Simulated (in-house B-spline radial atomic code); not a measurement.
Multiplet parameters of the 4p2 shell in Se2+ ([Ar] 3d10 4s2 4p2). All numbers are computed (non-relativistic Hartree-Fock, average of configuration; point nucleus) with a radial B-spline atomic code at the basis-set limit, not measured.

Slater integrals: F^2 = 52397 cm⁻¹. Central-field spin-orbit parameter ζ(4p) = 2321 cm⁻¹ (bare central field on non-relativistic orbitals, without two-electron terms: too large for light atoms, too small for heavy ones).

With F₂ = F^2/25 = 2096 cm⁻¹:

**Question.** Where do the terms lie in LS coupling, without spin-orbit interaction?

**Answer.** In cm⁻¹ above the Hund's-rule term:
| term | expression | energy |
| --- | --- | --- |
| 3P | 0 F₂ | 0 |
| 1D | 6 F₂ | 12575 |
| 1S | 15 F₂ | 31438 |

**Question.** Is LS coupling a fair picture here?

**Answer.** Unscaled Hartree-Fock integrals overestimate measured term splittings, because correlation screens the repulsion; fits to spectra scale them down, most for low charges. Here ζ is 1.11 times F₂, so the coupling is intermediate: spin-orbit interaction mixes the terms, and LS labels name only the largest part.
